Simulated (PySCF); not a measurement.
Structure with atom numbers: `[CH3:1][NH:2][c:3]1[cH:4][cH:5][cH:6][cH:7][cH:8]1`; H(Xn) means a hydrogen on atom n.

GIAO PBE0/pcSseg-1 shifts (PySCF 2.14.0 with density-fitted response routines, gas phase, non-relativistic, equivalent atoms averaged), each against references optimised in the same way as the molecule (TMS, NH3).

On the GFN2-xTB geometry: C3 153.7, C5/C7 135.0, C6 121.5, C4/C8 115.1, C1 31.9, N2 76.6, H(C5)/H(C7) 7.45, H(C6) 6.89, H(C4)/H(C8) 6.64, H(N2) 3.10, H(C1) 2.94 ppm.

What changes on the PBE0-D3(BJ)/def2-SVP geometry?

Results:


```tsv
atoms	δ (ppm)	change
C3	152.0	-1.7
C5/C7	135.0	+0.0
C6	120.8	-0.7
C4/C8	114.1	-1.0
C1	30.1	-1.8
N2	73.3	-3.3
H(C5)/H(C7)	7.24	-0.21
H(C6)	6.70	-0.19
H(C4)/H(C8)	6.41	-0.23
H(N2)	2.93	-0.17
H(C1)	2.76	-0.18
```

Bonds between heavy atoms that differ most (equivalent bonds averaged): C3–C4 1.398 → 1.409 Å, C4–C5 1.381 → 1.390 Å, C5–C6 1.385 → 1.395 Å, C1–N2 1.441 → 1.432 Å, N2–C3 1.378 → 1.374 Å. Mean change of bonds to hydrogen: C–H +0.012 Å, N–H +0.001 Å.
